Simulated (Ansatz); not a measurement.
Tuning the range parameter of LC-ωPBE so that −HOMO meets the ionisation energy; basis def2-TZVP, Ansatz. System: the cluster Ge₂O₂ (the lowest singlet isomer of a short search). Total charge 0; singlet. Geometry: PBE-D4/def2-SVP. The ionised state is a doublet.

Geometry of the singlet:

Cartesian coordinates in Å:
```
Ge -0.2935 -1.2251 -0.5009
Ge 0.2939 1.2253 0.5002
O 1.0946 -0.4476 0.4535
O -1.0949 0.4474 -0.4528
```

The structure comes from a short search, and lower isomers may exist.

```csv
ω (1/bohr),HOMO (eV),LUMO (eV),vertical IE (eV),HOMO + IE (eV)
0.1,-7.42,-1.88,9.04,1.62
0.15,-7.99,-1.36,9.10,1.11
0.2,-8.45,-0.98,9.18,0.73
0.3,-9.12,-0.53,9.35,0.23
```

Task: Where does the tuning condition hold?

Result: Not within the range that was run.
